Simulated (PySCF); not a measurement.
Isomers of C5H14GaN. Computed, not measured: TDDFT CAM-B3LYP/def2-SVPD, vertical, gas phase, core orbitals frozen in the response (PySCF 2.14.0, density-fitted response routines). Geometries: PBE0-D3(BJ)/def2-SVP; one conformer of each isolated species. Triplets are in the Tamm–Dancoff approximation. Relativistic effects are left out although some hold elements past zinc.

A. `C=CC[N+](C)(C)[GaH3-]`
B. `CC[C@@H]1C[C@H]1[GaH2-][NH3+]`
C. `CC/C=[C](\C)[GaH2-][NH3+]`
D. `C=CC[C@@H](C)[GaH2-][NH3+]`

Lowest singlet levels (six at most, fewer where fewer were computed) with oscillator strengths:

1. 209 nm (f 0.015); 194 nm (f 0.018); 182 nm (f 0.017); 176 nm (f 0.032); 173 nm (f 0.029); 170 nm (f 0.159); T1 5.79 eV
2. 226 nm (f 0.008); 198 nm (f 0.025); 196 nm (f 0.005); 183 nm (f 0.006); 180 nm (f 0.018); 176 nm (f 0.010); T1 4.35 eV
3. 219 nm (f 0.042); 215 nm (f 0.062); 197 nm (f 0.080); 197 nm (f 0.101); 196 nm (f 0.017); 182 nm (f 0.109); T1 3.94 eV
4. 184 nm (f 0.007); 183 nm (f 0.007); 178 nm (f 0.034); 171 nm (f 0.102); 170 nm (f 0.109); 167 nm (f 0.475); T1 4.33 eV

Problem. Which spectrum belongs to which structure?

Solution. 1 = B, 2 = D, 3 = C, 4 = A.
- A: S1 at 6.76 eV, HOMO→LUMO (44%), HOMO→LUMO+2 (28%); Löwdin shares by element: HOMO (one of a set within 0.03 eV) hydrogen 52% or more, gallium 39%; LUMO carbon 61% or more, hydrogen 12% or more (atoms not listed hold the other 26%); HOMO -8.81 and LUMO 0.53 eV.
- B: S1 at 5.92 eV, HOMO→LUMO (90%); Löwdin shares by element: HOMO carbon 56% or more, gallium 19% (atoms not listed hold the other 26%); LUMO hydrogen 27% or more, gallium 27%, nitrogen 13% (atoms not listed hold the other 33%); HOMO -8.05 and LUMO 0.35 eV.
- C: S1 at 5.65 eV, HOMO-1→LUMO (39%), HOMO-1→LUMO+1 (22%), HOMO→LUMO (20%); Löwdin shares by element: HOMO carbon 81% or more (atoms not listed hold the other 19%); LUMO gallium 32%, hydrogen 26% or more, nitrogen 13% (atoms not listed hold the other 29%); HOMO -7.75 and LUMO 0.30 eV.
- D: S1 at 5.49 eV, HOMO→LUMO (93%); Löwdin shares by element: HOMO carbon 50% or more, gallium 21% (atoms not listed hold the other 29%); LUMO hydrogen 38% or more, gallium 33% (atoms not listed hold the other 29%); HOMO -7.78 and LUMO 0.23 eV.
